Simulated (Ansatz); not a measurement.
Isolated molecules relaxed with PBE0-D4/def2-TZVP in Ansatz; ΔE leaves out vibrations. CBS: MP2 limit from def2 TZ/QZ plus the TZ coupled-cluster correction, frozen cores. DFT in def2-TZVPP. def2 core potentials past Kr. For Te outer-core shells are correlated without core-valence functions, which leaves a few kJ/mol of doubt a bond. One conformer a species, not always the lowest.

`OB(O)[Te][SiH3]` + `C[SiH](N)S` → `C[SiH2][Te]B(O)O` + `N[SiH2]S`  (redistribution)

```json
{"level": "r2SCAN-D4", "ΔE (kcal/mol)": "1.5"}
{"level": "PBE0", "ΔE (kcal/mol)": "1.4"}
```

Task: What does CCSD(T)/CBS give? (An estimate is asked.)

Result: Computed: +0.8 kcal/mol. The listed levels differ from it by 0.7, 0.6 kcal/mol.

Largest T1 diagnostic among the species: 0.012.

In def2-TZVPP, CCSD(T) changes the Hartree–Fock value by +1.3 kcal/mol (the triples alone add +0.2 kcal/mol) and MP2 by +0.9 kcal/mol.
